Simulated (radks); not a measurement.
The numbers below are computed, except where a source is named.
Neutral niobium inside a hard spherical wall (all orbitals vanish at R), configuration held at [Kr] 4d4 5s1 and not refilled when levels cross. Code: a radial shooting solver on a logarithmic mesh with Libxc functionals. Model: scalar-relativistic Kohn-Sham, LDA (Slater exchange, Perdew-Wang correlation), spin-polarised, spherical densities, finite nucleus; open shells are filled with parallel spins first (spin-orbit coupling, left out, can overturn this in heavy ions); Fermi nuclear charge, rms radius 4.324 fm. Eigenvalues in eV for spin up, with the zero of energy where the potential of the charges vanishes at infinity; a dash marks a level that is unbound or too diffuse for the functional's potential to be trusted. A positive occupied level is held by the wall or, in an anion where self-interaction has pushed it up, behind a barrier. The pressure on the wall is -dE/dV.

| R (bohr) | E (hartree) | kinetic (hartree) | e(4s) | e(4p) | e(5s) | e(4d) | e(5p, empty) | e(6s, empty) | pressure (GPa) |
|---|---|---|---|---|---|---|---|---|---|
| free | -3815.59759 | 3927.384 | -58.796 | -35.047 | -4.668 | -3.811 | -1.467 | -0.035 | 0 |
| 12 | -3815.59752 | 3927.385 | -58.788 | -35.039 | -4.662 | -3.803 | -1.428 | 1.009 | 0.00127 |
| 10 | -3815.59694 | 3927.391 | -58.742 | -34.993 | -4.625 | -3.763 | -1.305 | 2.118 | 0.0170 |
| 7 | -3815.57993 | 3927.501 | -58.062 | -34.329 | -3.986 | -3.177 | -0.052 | 8.254 | 0.922 |
| 6 | -3815.54462 | 3927.682 | -57.163 | -33.459 | -2.998 | -2.393 | 1.542 | 14.234 | 3.82 |
| 5 | -3815.43411 | 3928.158 | -55.255 | -31.634 | -0.468 | -0.658 | 5.249 | 26.295 | 17.6 |
| 4 | -3815.05389 | 3929.588 | -51.230 | -27.825 | 6.708 | 3.413 | 14.926 | 53.599 | 101 |
| 3.5 | -3814.54350 | 3931.436 | -47.602 | -24.359 | 15.107 | 7.544 | 25.575 | 80.718 | 280 |
| 3 | -3813.39156 | 3935.606 | -41.622 | -18.432 | 31.793 | 15.039 | 45.612 | 127.95 | 905 |
| 2 | -3801.44770 | 3975.296 | -4.689 | 21.871 | 155.98 | 65.793 | 180.88 | 409.59 | 18100 |
| 1.5 | -3768.50702 | 4068.811 | 73.754 | 108.51 | 403.74 | 165.67 | 434.35 | 895.71 | 130000 |
